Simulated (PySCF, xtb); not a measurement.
Si(Cl)(Me)(OH)(NH2) (CH₆ClNOSi), SMILES C[Si](N)(O)Cl. One conformer was computed; it need not be the lowest.

Harmonic wavenumbers (cm⁻¹) from GFN2-xTB (xtb) at its own minimum, in rising order: 96, 149, 166, 202, 220, 234, 251, 283, 465, 571, 718, 798, 802, 826, 843, 895, 937, 1387, 1484, 1489, 1520, 3045, 3049, 3058, 3469, 3517, 3677.

Q: What does PBE0-D3(BJ)/def2-SVP (PySCF) give at its own minimum? (An estimate is asked for; the answer gives what the named calculation found.)

A: 138, 164, 175, 200, 255, 262, 292, 354, 480, 519, 696, 744, 781, 813, 857, 906, 957, 1273, 1425, 1427, 1547, 3063, 3167, 3176, 3602, 3699, 3926. Paired by order, the mean absolute difference is 57 cm⁻¹ and the zero-point energies are 48.8 and 49.9 kcal/mol.
